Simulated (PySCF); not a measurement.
Geometries of 4 isomers of BH8NSi2, from PySCF, PBE0-D3(BJ)/def2-SVP geometry optimisation, gas phase. One conformer each, no zero-point energy, no frequencies.

Question: Which isomer lies lowest at this level?
A.
```xyz
12
angstrom
N      1.773    0.687    0.205
Si     1.195   -0.937   -0.019
B     -0.812   -0.967   -0.068
Si    -1.875    0.739    0.005
H      2.750    0.850    0.424
H      1.427    1.413   -0.414
H      1.712   -1.756    1.126
H      1.670   -1.642   -1.269
H     -1.380   -2.035   -0.073
H     -1.969    1.080    1.465
H     -3.267    0.655   -0.540
H     -1.184    1.884   -0.674
```
B.
```xyz
12
angstrom
B      2.171    0.362    0.717
Si     1.020   -0.955   -0.270
N     -0.602   -0.402   -0.624
Si    -1.671    0.563    0.351
H      3.326    0.065    0.920
H      1.792    1.432    1.130
H      1.680   -1.287   -1.578
H      1.042   -2.234    0.528
H     -1.030   -0.840   -1.437
H     -2.208    1.737   -0.407
H     -0.891    1.052    1.526
H     -2.850   -0.216    0.849
```
C.
```xyz
12
angstrom
B     -0.196    1.383    0.000
N     -0.160   -0.017   -0.195
Si     1.379   -0.897   -0.112
Si    -1.653   -0.917   -0.527
H      0.830    1.987    0.224
H     -1.252    1.974   -0.056
H      1.309   -1.922    0.973
H      2.480    0.067    0.155
H      1.612   -1.612   -1.402
H     -2.805    0.022   -0.498
H     -1.552   -1.578   -1.863
H     -1.824   -1.988    0.501
```
D.
```xyz
12
angstrom
B     -1.303    1.361    0.669
Si    -0.372   -0.384    0.426
N     -1.038   -1.376   -0.841
Si     1.797    0.235   -0.265
H     -2.146    1.779   -0.090
H     -0.957    2.079    1.580
H     -0.191   -1.057    1.764
H     -0.550   -2.222   -1.114
H     -2.041   -1.521   -0.876
H      2.565    0.841    0.867
H      1.747    1.221   -1.389
H      2.533   -0.978   -0.747
```

Answer: C. That is `BN([SiH3])[SiH3]`, 36.9 kcal/mol below the next.

```json
{"SMILES": "BN([SiH3])[SiH3]", "atoms numbered as above": "[BH2:1][N:2]([SiH3:3])[SiH3:4]", "E (Eh)": "-662.85355", "relative (kcal/mol)": "0.0", "relative (kJ/mol)": "0.0", "dipole (D)": "0.95"}
{"SMILES": "B[SiH2]N[SiH3]", "atoms numbered as above": "[BH2:1][SiH2:2][NH:3][SiH3:4]", "E (Eh)": "-662.79480", "relative (kcal/mol)": "36.9", "relative (kJ/mol)": "154.2", "dipole (D)": "0.63"}
{"SMILES": "B[Si@@H](N)[SiH3]", "atoms numbered as above": "[BH2:1][Si@@H:2]([NH2:3])[SiH3:4]", "E (Eh)": "-662.78229", "relative (kcal/mol)": "44.7", "relative (kJ/mol)": "187.1", "dipole (D)": "1.64"}
{"SMILES": "N[SiH2]B[SiH3]", "atoms numbered as above": "[NH2:1][SiH2:2][BH:3][SiH3:4]", "E (Eh)": "-662.77823", "relative (kcal/mol)": "47.3", "relative (kJ/mol)": "197.7", "dipole (D)": "1.10"}
```

As drawn, the lowest has a B–N bond, which the highest lacks; the highest has an N–H bond, which the lowest lacks.
